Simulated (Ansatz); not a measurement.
A nudged elastic band was laid between two geometries of H$_{8}$OSi$_{3}$ (12 atoms, charge 0, multiplicity 1).

Computed with RKS PBE/6-31G* (Ansatz 0.2.0).

```
movable images  : 9
climbing image  : yes
spring          : 5.0 eV/Å²
optimiser       : quadratic models (default)
start path      : through a guess of the saddle point
force threshold : 0.05 eV/Å
iteration limit : 60
end points      : relaxed
```

First end point:

```xyz
12
Properties=species:S:1:pos:R:3
Si 0.269 -0.022 0.036
Si 1.075 0.076 2.250
H -0.034 0.117 3.262
H 1.970 -1.085 2.578
H 1.877 1.341 2.387
H 1.423 0.095 -0.914
H -0.642 1.154 -0.194
O -0.529 -1.447 -0.336
Si -1.615 -2.515 0.343
H -1.364 -2.670 1.817
H -3.025 -2.039 0.148
H -1.445 -3.840 -0.330
```

Last end point:

```xyz
12
Properties=species:S:1:pos:R:3
Si -0.757 0.342 0.294
Si 1.702 0.043 2.125
H 0.912 -0.946 2.917
H 3.165 -0.279 2.235
H 1.449 1.446 2.572
H 1.385 -0.075 0.641
H 0.027 0.876 -0.931
O -1.158 -1.161 -0.376
Si -2.003 -2.468 0.258
H -2.553 -2.161 1.624
H -3.132 -2.808 -0.668
H -1.077 -3.645 0.357
```

Task: Which bonds break or form, and what moves?

Result: Bonds broken: Si1–Si2, Si1–H6. Bonds formed: Si2–H6. H8OSi3 becomes H4OSi2 + H4Si.

Task: Give the energies along the band, and the barrier.

Result: It converged. The highest image is number 7 of 0 to 10, 1.94 eV above the first end and 0.14 eV above the last; the last end lies 1.79 eV above the first. A vibrational analysis at the climbing image gives one clearly imaginary mode, 342i cm⁻¹, and a faint second one (24i cm⁻¹) that may be numerical noise or a soft torsion: probably a first-order saddle point. The orbitals stay closed-shell, which can raise the energy where a bond breaks towards radicals; this wasn't checked here.

```
image  path coordinate (Å)  energy (eV)  Si1–Si2 (Å)  Si1–H6 (Å)  Si2–H6 (Å)
    0                 0.00         0.00         2.36        1.50        3.18
    1                 0.60         0.00         2.36        1.50        3.19
    2                 1.21         0.01         2.36        1.50        3.19
    3                 1.81         0.03         2.36        1.50        3.18
    4                 2.41         0.08         2.36        1.50        3.04
    5                 3.01         0.41         2.34        1.49        2.64
    6                 3.61         1.38         2.31        1.54        2.14
    7                 4.21         1.94         2.42        1.77        1.69
    8                 4.83         1.84         2.77        2.00        1.54
    9                 5.45         1.80         3.02        2.19        1.52
   10                 6.07         1.79         3.08        2.21        1.52
```

Task: What is the geometry of the highest image?

Result: 
```xyz
12
Properties=species:S:1:pos:R:3:forces:R:3
Si -0.435 0.222 0.474 0.00 0.00 0.00
Si 1.368 0.066 2.081 0.00 0.00 0.00
H 0.691 -0.496 3.303 0.00 0.00 0.00
H 2.687 -0.670 2.037 0.00 0.00 0.00
H 1.621 1.536 2.207 0.00 0.00 0.00
H 1.307 -0.073 0.395 0.00 0.00 0.00
H 0.060 1.053 -0.694 0.00 0.00 0.00
O -0.982 -1.200 -0.252 0.00 0.01 0.00
Si -1.884 -2.513 0.264 0.00 0.00 0.00
H -2.074 -2.497 1.755 0.00 0.00 0.00
H -3.228 -2.488 -0.399 0.00 0.00 0.00
H -1.172 -3.774 -0.123 0.00 0.00 0.00
```

The band took 24 iterations and roughly 11 core-minutes.

The run took 5.8 min on 2 threads of Arm Neoverse V2, on a shared host, peak memory 0.14 GiB.
